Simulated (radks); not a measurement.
Coulomb parameter of the 4f shell of the gadolinium ion Gd3+ in the model configuration [Xe] 4f5 5d2, as a second difference U = [E(n + 1) + E(n - 1) - 2 E(n)] / (1)^2 with all orbitals relaxed. "Bare": the charge of the atom changes with n. "Screened": the 5d shell takes up the change at fixed total charge, which measures U(4f,4f) + U(5d,5d) - 2 U(4f,5d). All-electron calculation, scalar-relativistic Kohn-Sham, r2SCAN, spin-unpolarised, spherical densities, finite nucleus; meta-GGA in the generalised Kohn-Sham scheme; Fermi nuclear charge, rms radius 5.1569 fm. Program: a radial shooting solver on a logarithmic mesh with Libxc functionals.

| case | configuration | E - E(n) (eV) |
|---|---|---|
| start | [Xe] 4f5 5d2 | 0.000 |
| bare +1 | [Xe] 4f6 5d2 | -38.526 |
| bare -1 | [Xe] 4f4 5d2 | 59.060 |
| screened +1 | [Xe] 4f6 5d1 | -17.323 |
| screened -1 | [Xe] 4f4 5d3 | 23.518 |

U(bare) = 20.534 eV, U(screened by 5d) = 6.195 eV, against the Slater integral F0(4f,4f) = 32.446 eV with frozen orbitals.
